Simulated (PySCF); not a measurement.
Some computed properties have been withheld. Give your best values.

Compound: C4H9F2OS (charge +1).
Geometry (GFN2-xTB, Å), atoms numbered from 1 in this order:
```
atom  x, y, z in Å
C1    -1.7425   -0.0203   -0.7331
S2    -0.6067   -0.3852    0.6082
C3    -0.2651    1.1468    1.4790
O4    -1.1503   -1.3613    1.4866
C5     0.9583   -1.0654   -0.0773
C6     1.6658   -0.1306   -1.0457
F7     1.9440    1.0413   -0.4351
F8     0.8477    0.1709   -2.0770
H9    -1.3569    0.7885   -1.3436
H10   -1.8766   -0.9154   -1.3339
H11   -2.6943    0.2532   -0.2853
H12    0.0579    1.9114    0.7814
H13   -1.1815    1.4445    1.9821
H14    0.5056    0.9648    2.2227
H15    1.5947   -1.2829    0.7809
H16    0.6914   -2.0004   -0.5705
H17    2.6014   -0.5478   -1.4493
```

```tsv
property	level	value
point group of the GFN2-xTB geometry	GFN2-xTB	?
rotational constants A, B, C of the GFN2-xTB geometry	GFN2-xTB	?
HOMO energy	B3LYP/def2-SVPD	?
LUMO energy	B3LYP/def2-SVPD	?
lowest singlet excitation	TDDFT B3LYP/def2-SVPD	?
strongest line among the 8 lowest singlet transitions	TDDFT B3LYP/def2-SVPD	S8 at 8.75 eV (142 nm, f = 0.066)
lowest triplet excitation (Tamm–Dancoff)	TDA B3LYP/def2-SVPD	?
static isotropic polarisability	B3LYP/def2-SVPD	?
electronic spatial extent ⟨r²⟩ about the centre of nuclear charge	B3LYP/def2-SVPD	1100 bohr²
```

Electronic properties: PySCF, gas phase, density fitting.

Problem. What are the rotational constants A, B, C of the GFN2-xTB geometry?

Solution. 2.605, 1.269, 1.159 GHz.

Problem. The LUMO energy?

Solution. -5.41 eV.

Problem. Give the point group of the GFN2-xTB geometry.

Solution. Cs.

Problem. What is the lowest singlet excitation?

Solution. 7.27 eV (171 nm, f = 0.014).

Problem. What is the static isotropic polarisability?

Solution. 70.0 au.

Problem. What is the HOMO energy?

Solution. -13.85 eV.

Problem. The lowest triplet excitation (Tamm–Dancoff)?

Solution. 6.79 eV.

No computed singlet falls in the visible range (750 to 380 nm, 1.65 to 3.26 eV); S1 lies 4.01 eV above its blue end. The vertical singlet–triplet gap S1 − T1 is 0.48 eV (TDDFT singlet less Tamm–Dancoff triplet; S1: HOMO→LUMO, weight 0.94; T1: HOMO→LUMO, weight 0.94). The largest Löwdin shares of the LUMO are 0.33 on S2, 0.22 on C5, 0.10 on C3 and 0.10 on C1. The rotational constants make it an asymmetric top with κ = (2B − A − C)/(A − C) = -0.85, nearer the prolate limit (−1).

For the TDDFT job (B3LYP/def2-SVPD), the run took 29 s wall on one thread of an AMD EPYC 9R45, no GPU (shared host), and the process peaked at 0.96 GiB of memory.

One conformer stands for the species.
